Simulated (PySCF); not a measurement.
# Radial density of Br⁺ (bromine, charge +1)

TPSSh, [Ar] 3d10 4s2 4p4, high-spin 3P determinant. Computed with PySCF 2.14 in x2c-TZVPPall with one added diffuse shell each of s, p, d type (7s6p5d1f, 57 functions), with scalar relativity by spin-free X2C-1e.

| r (bohr) | 4πr²ρ (e/bohr) | 4πr²(ρα − ρβ) |
| --- | --- | --- |
| 0.000643 | 0.2714 | 0.0000 |
| 0.00108 | 0.6662 | 0.0000 |
| 0.00182 | 1.630 | 0.0000 |
| 0.00306 | 3.878 | -0.0001 |
| 0.00515 | 8.713 | -0.0001 |
| 0.00866 | 17.86 | -0.0001 |
| 0.0146 | 31.39 | 0.0008 |
| 0.0245 | 42.55 | 0.0062 |
| 0.0412 | 40.37 | 0.0279 |
| 0.0693 | 35.96 | 0.0765 |
| 0.117 | 49.99 | 0.0855 |
| 0.196 | 39.66 | -0.0117 |
| 0.330 | 29.50 | 0.1629 |
| 0.555 | 31.22 | 0.0956 |
| 0.934 | 8.815 | 0.2888 |
| 1.57 | 4.376 | 1.2914 |
| 2.64 | 1.324 | 0.5087 |
| 4.44 | 0.05559 | 0.0204 |
| 7.47 | 3.426e-05 | 0.0000 |

Densities and radii are taken from the X2C orbitals without a picture-change correction, which distorts them close to the nucleus.

Q: Where is the radial spin density 4πr²(ρα − ρβ) most negative, and why is it negative at all?

A: Around r = 0.196 bohr, down to -0.0117 e/bohr: exchange with the open shell polarises the paired shells in an unrestricted calculation.
